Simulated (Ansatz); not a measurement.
System: C2H6Cl3NSi (charge 0, singlet). 
Coordinates optimised at B3LYP-D3(BJ)/def2-TZVP (Ansatz, a program for electronic structure):
SMILES: Cl[Si](Cl)(Cl)N(C)C
```xyz
13

C     -2.4456    -0.6024    -0.4403
N     -1.3750     0.3845    -0.3674
C     -1.8641     1.7425    -0.1626
Si     0.2140    -0.0531     0.0004
Cl     0.5426    -0.3724     2.0088
Cl     1.5007     1.4280    -0.5804
Cl     0.7023    -1.7917    -0.9617
H     -3.1244    -0.3498    -1.2599
H     -3.0271    -0.6339     0.4884
H     -2.0442    -1.5955    -0.6292
H     -2.5370     2.0189    -0.9794
H     -2.4153     1.8333     0.7806
H     -1.0403     2.4527    -0.1498
```
Charge 0, spin multiplicity 1.

Basis-set convergence of Hartree-Fock and CCSD correlation energies (hartree) with Ansatz. Correlated levels leave the core frozen unless marked. Spin-orbit coupling is left out. No relativistic terms.

| basis | functions | E(HF) | E(corr, CCSD) |
|---|---|---|---|
| cc-pV(D+d)Z | 164 | -1801.31965 | -1.03405 |
| cc-pV(T+d)Z | 330 | -1801.42569 | -1.31515 |
| cc-pV(Q+d)Z | 601 | -1801.44894 | -1.40954 |

Extrapolating the two largest sets (X = 3 and 4) as X^-3: E(corr) = (64·(-1.40954) - 27·(-1.31515))/37 = -1.4784 Eh, an estimate of the basis-set limit. The largest set recovers 95.3 % of it, the smallest 69.9 %.
